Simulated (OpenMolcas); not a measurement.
Sb⁺: the spin-orbit constant, Slater's ratio, worked from levels

```
Program             : OpenMolcas 26.06
Basis               : ANO-RCC-VQZP [8s7p5d3f2g]
Scalar Hamiltonian  : DKH2, point nucleus
Active space        : 2 electrons in 9 orbitals (RAS2 5p; RAS3 5d 6s, at most 1 electron)
State averaging     : 2S+1 = 3 even, 3 roots; 2S+1 = 1 even, 6 roots; 2S+1 = 3 odd, 18 roots; 2S+1 = 1 odd, 18 roots
Spin-orbit coupling : state interaction with AMFI integrals over the reference wave functions, term energies averaged over their components
```

Methods: RASSCF; MS-RASPT2, IPEA 0.25 Eh, imaginary shift 0.1 Eh (closed shells correlated: 4d 5s). Measured levels: NIST Handbook of Basic Atomic Spectroscopic Data.

**The spin-orbit constant.** For the Hund term 3P of p2, E(J) = (A/2) J(J+1) + constant and ζ = 2S·A = 2A. From J = 0 to J = 2 the energy changes by 3 A.

```csv
Source,E(2) - E(0),A,ζ
RASSCF,5099.8,1699.9,3400
MS-RASPT2,4923.6,1641.2,3282
measured,5658.2,1886.1,3772
```

All in cm-1. MS-RASPT2 is off by -13.0 % and RASSCF by -9.9 %. Both methods take the spin-orbit matrix elements from the reference wave functions, so the second can move ζ only through the term energies and any multistate remixing. Second-order mixing with other terms is absorbed into this ζ.

**Slater's ratio.** With one set of orbitals, p2 has 1D - 3P = 6 F2 and 1S - 1D = 9 F2 (F2 = F²/25), a ratio of 3/2. Term energies are centres of gravity, weighted by 2J + 1.

```json
{"Source": "RASSCF", "1D - 3P": "10532", "1S - 3P": "24666", "F2 from the first": "1755", "Ratio": "1.342"}
{"Source": "MS-RASPT2", "1D - 3P": "8386", "1S - 3P": "22810", "F2 from the first": "1398", "Ratio": "1.720"}
{"Source": "measured", "1D - 3P": "8628", "1S - 3P": "19744", "F2 from the first": "1438", "Ratio": "1.288"}
```

Energies in cm-1. A ratio away from 3/2 shows effects beyond one configuration with one set of orbitals, and in heavier atoms second-order spin-orbit shifts.

CASPT2 breaks the degeneracy within a term, and the mean is taken; among the terms shown or strongly mixed into the levels shown the widest spread is 90 cm-1 (5s2 5p2 1D, MS-RASPT2). Over all roots computed the reference weight is 0.86 to 0.92 in MS-RASPT2; the roots of lowest weight are the least certain, and an intruder state may touch them. With the s shell closed, the reference lacks s² → p² mixing. Some terms miss by over 15 % even with CASPT2, which points to a basis or an active space too small for the shells correlated (holds for MS-RASPT2). Computed and measured levels are paired by configuration, term and J; levels that our copy of the source lacks, or whose pairing is in doubt (as where it misses far off the trend of its configuration), stay unpaired and out of the deviations. Only configurations of the active space appear.
